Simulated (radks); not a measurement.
The numbers below are computed, except where a source is named.
Excited configurations of Sb IV: one electron is placed in a higher orbital outside [Kr] 4d10 5s1. The ground configuration is [Kr] 4d10 5s2. Level of theory: scalar-relativistic Kohn-Sham, PBE, spin-polarised, spherical densities, point nucleus; open shells are filled with parallel spins first (spin-orbit coupling, left out, can overturn this in heavy ions) (a radial shooting solver on a logarithmic mesh with Libxc functionals). Excitation = E - E(ground); binding = E(ion) - E, where the ion is the core of charge +4; n* = 4/sqrt(2 binding) in atomic units, and the quantum defect is n - n*.

outer orbital  excitation (eV)  binding (eV)  quantum defect  eigenvalue (eV)
4f                      27.892        16.102           0.323          -12.871
5d                      22.060        21.934           1.850          -18.758
5f                      33.128        10.866           0.524           -9.327
6s                      23.240        20.754           2.761          -18.581
6p                      26.556        17.438           2.467          -15.545
6f                      36.430         7.564           0.635           -6.641
7p                      33.230        10.764           2.503           -9.612
7d                      35.617         8.377           1.902           -7.500
7f                      38.452         5.542           0.733           -4.921

The Delta-SCF ionisation energy is 43.994 eV (NIST Atomic Spectra Database: 43.80 eV, measured). Self-interaction in the functional shifts the binding energies and quantum defects, so they are the method's values and not measured ones.
